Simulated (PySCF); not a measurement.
Species: PbMe4, C₄H₁₂Pb.
Geometry (PBE0-D3(BJ)/def2-SVP, Å), atoms numbered from 1 in this order:
```xyz
17
C4H12Pb angstrom
Pb    -0.006    0.002    0.002
C      0.002   -0.025    2.245
H     -1.026    0.070    2.619
H      0.605    0.813    2.619
H      0.433   -0.972    2.598
C      2.109    0.009   -0.741
H      2.115   -0.096   -1.835
H      2.659   -0.829   -0.291
H      2.595    0.955   -0.463
C     -1.063    1.841   -0.724
H     -0.944    1.927   -1.813
H     -0.631    2.727   -0.238
H     -2.131    1.773   -0.478
C     -1.057   -1.824   -0.766
H     -2.049   -1.900   -0.299
H     -0.468   -2.718   -0.518
H     -1.172   -1.752   -1.856
```

Computed, not measured: PySCF, PBE0-D3(BJ)/def2-SVP geometry optimisation, gas phase, def2 core potentials past Kr.

(1) Which atoms are bound to Pb1, and at what distances?

(2) List the angles at Pb1.

(3) What is the shape at Pb1?

(4) What are the other bond lengths?

(5) What are the rotational constants (commonest isotopes, rigid rotor)?

Results:

(1) 4 atoms: C6 2.242 Å, C10 2.242 Å, C2 2.243 Å, C14 2.243 Å. The nearest atom not counted as bound is H12, at 2.81 Å (others tie with it).

(2) 
```
      angle  degrees  distance of the outer atoms (Å)
C10–Pb1–C14    109.6                             3.67
 C2–Pb1–C10    109.6                             3.67
 C2–Pb1–C14    109.5                             3.66
 C6–Pb1–C10    109.5                             3.66
 C6–Pb1–C14    109.3                             3.66
  C2–Pb1–C6    109.2                             3.65
```

(3) Tetrahedral: angles from 109.2° to 109.6°; τ4 = (360° − α − β)/141° = 1.00 with α and β the two widest (0 for a square, 1 for a tetrahedron).

(4) C2–H3 and 11 like bonds 1.099 Å.

(5) A = 2255, B = 2253, C = 2247 MHz: a spherical top.

Point group: T (every atom within 0.08 Å of its image). Charge 0, singlet. Not checked by PBE0-D3(BJ)/def2-SVP frequencies.

On one thread of an Arm Neoverse V1, shared host with 32 logical CPUs at a one-minute load of 21, this took 87 s of wall time and 0.68 GiB of memory at its peak. These figures are those of the optimisation.
